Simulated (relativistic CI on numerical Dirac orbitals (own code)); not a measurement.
## Re⁵⁺: L2,3 absorption edge

Computed with this model: Dirac-Coulomb-Breit CI, separate exchange-only KLI orbitals for each configuration, a model potential for QED, valence Slater integrals scaled by 0.7, multiplet model of core-to-valence dipole absorption; configurations [Xe] 4f14 5d2 → [He] 2s2 2p5 3s2 3p6 3d10 4s2 4p6 4d10 4f14 5s2 5p6 5d3; 300 K; Lorentzian 3 eV and Gaussian 1 eV FWHM. Energies are those of the free ion, without screening or charge transfer. The branching ratio is the share of the lower-energy edge in the whole absorption, uncertain by about 0.02 where the edges overlap. S is read from ⟨S²⟩ = S(S + 1).

Field parameters in Wybourne normalisation: Oh B⁴₀ = 21Dq, B⁴₄ = √(5/14) B⁴₀. The field is a parameter set, without covalency.

free ion: ground-state S = 0.93, centroid 10802.14 eV, branching ratio 0.816. Peaks (eV, height): 10540.5 (100), 11963.5 (22).

Oh, 10Dq = 22550 cm⁻¹: ground-state S = 0.95, centroid 10857.12 eV, branching ratio 0.778. Peaks (eV, height): 10541.0 (100), 11963.5 (25).

Oh, 10Dq = 35100 cm⁻¹: ground-state S = 0.96, centroid 10873.58 eV, branching ratio 0.766. Peaks (eV, height): 10539.0 (79), 10542.0 (100), 11963.0 (27), 11966.5 (24).

The statistical ratio of this edge is 2/3 = 0.667. Values above it arise where the holes sit mainly in the j = l + 1/2 valence subshell or the ground state has high spin; values below it where core-valence Coulomb terms move weight to the upper edge, as in nearly empty shells. At deep edges of heavy elements the radial integrals of the two core levels differ, which raises the baseline.

Strongest unbroadened transitions for Oh, 10Dq = 35100 cm⁻¹:

| Energy (eV) | Relative strength |
| --- | --- |
| 10537.14 | 98.3 |
| 10538.45 | 24.6 |
| 10538.67 | 31.7 |
| 10538.74 | 89.9 |
| 10538.80 | 98.0 |
| 10541.43 | 37.8 |
| 10541.61 | 58.5 |
| 10541.62 | 100.0 |
| 10542.28 | 77.1 |
| 10542.37 | 30.4 |
| 10542.83 | 20.8 |
| 10542.95 | 39.0 |
| 10542.98 | 37.7 |
| 11961.65 | 41.3 |
| 11961.80 | 36.8 |
| 11963.13 | 22.6 |
| 11963.23 | 33.3 |
| 11966.92 | 27.1 |
